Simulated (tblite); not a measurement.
Compound: C₆H₉BCl₂O.
Atom-mapped SMILES: `[CH2:1]=[C:2]([C:3]([CH3:4])=[O:5])[C@H:6]([CH3:7])[B:8]([Cl:9])[Cl:10]` (hydrogens: H11, H12 on C1; H13, H14, H15 on C4; H16 on C6; H17, H18, H19 on C7)

Computed with GFN2-xTB (tblite), gas phase: L-BFGS steps from a force-field or distance-geometry start until the largest atomic force falls under 0.01 eV/Å.

Step 21: E = -866.8421 eV
```
atom  x, y, z in Å  |  force x, y, z in eV/Å
C1      0.6760   -1.3989    0.6067    0.030   0.016  -0.003
C2      0.2688   -0.3064   -0.0364   -0.057  -0.116  -0.025
C3      1.2452    0.7151   -0.5220   -0.042  -0.088   0.029
C4      2.6947    0.4892   -0.1665    0.023   0.053  -0.002
O5      0.8938    1.6538   -1.1964    0.077   0.013  -0.053
C6     -1.1818   -0.0259   -0.3905   -0.038  -0.006  -0.014
C7     -1.6224    1.3300    0.2091    0.012  -0.050   0.022
B8     -2.1534   -1.2384    0.0034    0.061   0.018   0.008
Cl9    -3.0114   -1.2663    1.4872   -0.014   0.037   0.018
Cl10   -2.3406   -2.5761   -1.0565   -0.007  -0.047  -0.067
H11     1.7194   -1.5694    0.8032   -0.021  -0.083   0.078
H12     0.0064   -2.1711    0.9519   -0.020   0.117  -0.049
H13     2.8350    0.3317    0.9004   -0.060   0.019  -0.046
H14     3.2669    1.3581   -0.4742    0.063   0.044  -0.060
H15     3.0561   -0.3859   -0.7048    0.030   0.047   0.026
H16    -1.1824    0.1036   -1.4817   -0.033  -0.068   0.030
H17    -2.7004    1.3468    0.3620    0.083   0.060  -0.065
H18    -1.3394    2.1282   -0.4740   -0.028   0.007   0.200
H19    -1.1402    1.4910    1.1716   -0.059   0.025  -0.028
```

Step 22: E = -866.8466 eV
```
atom  x, y, z in Å  |  force x, y, z in eV/Å
C1      0.6792   -1.3998    0.6093    0.012   0.009   0.006
C2      0.2705   -0.3090   -0.0360   -0.017  -0.126  -0.036
C3      1.2440    0.7127   -0.5257    0.002  -0.109   0.026
C4      2.6966    0.4934   -0.1705   -0.019   0.052   0.002
O5      0.8879    1.6475   -1.2030    0.093   0.031  -0.063
C6     -1.1803   -0.0314   -0.3900   -0.019   0.078   0.043
C7     -1.6174    1.3254    0.2136   -0.010  -0.015   0.012
B8     -2.1539   -1.2388    0.0063    0.035   0.023  -0.007
Cl9    -3.0210   -1.2636    1.4855    0.002   0.027   0.008
Cl10   -2.3454   -2.5639   -1.0656   -0.023  -0.097  -0.067
H11     1.7214   -1.5738    0.8122   -0.039  -0.060   0.060
H12     0.0048   -2.1686    0.9525   -0.013   0.099  -0.037
H13     2.8310    0.3388    0.8987   -0.040   0.043  -0.083
H14     3.2628    1.3674   -0.4819    0.045  -0.031  -0.031
H15     3.0630   -0.3859   -0.7020    0.010   0.109   0.035
H16    -1.1842    0.0992   -1.4821   -0.028  -0.066   0.069
H17    -2.6977    1.3489    0.3540    0.101   0.049  -0.057
H18    -1.3255    2.1239   -0.4660   -0.023   0.001   0.210
H19    -1.1456    1.4866    1.1833   -0.069  -0.019  -0.091
```

**Question.** Estimate the geometry and energy of step 23. (The exact step hangs on the optimiser's Hessian estimate; all steps are aligned on step 22, rigid shifts and turns removed.)

**Answer.** E = -866.8516 eV, largest force 0.178 eV/Å
```
atom  x, y, z in Å  |  force x, y, z in eV/Å
C1      0.6844   -1.4013    0.6136   -0.013  -0.001   0.011
C2      0.2719   -0.3146   -0.0351    0.046  -0.082  -0.049
C3      1.2416    0.7081   -0.5298    0.058  -0.085  -0.009
C4      2.6977    0.5001   -0.1753   -0.058   0.039   0.000
O5      0.8817    1.6378   -1.2125    0.092   0.023  -0.057
C6     -1.1789   -0.0373   -0.3877    0.013   0.118   0.091
C7     -1.6111    1.3198    0.2193   -0.029   0.023   0.005
B8     -2.1555   -1.2391    0.0085   -0.014   0.003  -0.026
Cl9    -3.0340   -1.2605    1.4817    0.022   0.014  -0.009
Cl10   -2.3552   -2.5504   -1.0792   -0.032  -0.118  -0.043
H11     1.7250   -1.5788    0.8235   -0.049  -0.032   0.036
H12     0.0056   -2.1656    0.9547   -0.025   0.051  -0.010
H13     2.8269    0.3494    0.8953   -0.015   0.068  -0.085
H14     3.2577    1.3784   -0.4926    0.016  -0.101   0.001
H15     3.0704   -0.3830   -0.6981   -0.004   0.150   0.031
H16    -1.1854    0.0924   -1.4803   -0.025  -0.048   0.088
H17    -2.6926    1.3544    0.3424    0.076   0.028  -0.041
H18    -1.3068    2.1195   -0.4521    0.000   0.015   0.177
H19    -1.1535    1.4802    1.1965   -0.061  -0.066  -0.111
```

The energy changes by -0.0050 eV. The first-order estimate −F·Δx gives -0.0069 eV and the mean of the old and new forces, exact on a quadratic surface, -0.0051 eV. The step makes an angle of 74° with the force vector and moves no atom by more than 0.024 Å.

What follows is the cost of the whole relaxation. Time: 1.9 s. Hardware: one thread, Arm Neoverse V1 (aarch64), shared host with 32 logical CPUs at a one-minute load of 21.
